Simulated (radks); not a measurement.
The cobalt ion Co3+, configuration [Ar] 3d6 (the NIST ground configuration). All-electron calculation, scalar-relativistic Kohn-Sham, PBE, spin-polarised, spherical densities, finite nucleus; open shells are filled with parallel spins first; Fermi nuclear charge, rms radius 3.7875 fm. Program: a radial shooting solver on a logarithmic mesh with Libxc functionals.

Unscreened Slater integrals over Kohn-Sham orbitals (hartree). They are taken over the spin-up orbitals.

| integral | value |
|---|---|
| F0(3d,3d) | 0.99192 |
| F2(3d,3d) | 0.46378 |
| F4(3d,3d) | 0.28947 |
| F0(3d,3p) | 1.0506 |
| F2(3d,3p) | 0.50013 |
| G1(3d,3p) | 0.61801 |
| G3(3d,3p) | 0.37637 |
| F0(3d,3s) | 1.0719 |
| G2(3d,3s) | 0.47109 |
| F0(3p,3p) | 1.1244 |
| F2(3p,3p) | 0.56328 |
| F0(3p,3s) | 1.1480 |
| G1(3p,3s) | 0.76112 |
| F0(3s,3s) | 1.1738 |

Derived for the open shells (J is the average intra-shell exchange parameter used in DFT+U). 3d: Racah B = F2/49 - 5 F4/441 = 0.006183 hartree, C = 35 F4/441 = 0.02297 hartree, C/B = 3.72, F4/F2 = 0.624, J = (F2 + F4)/14 = 0.05380 hartree.
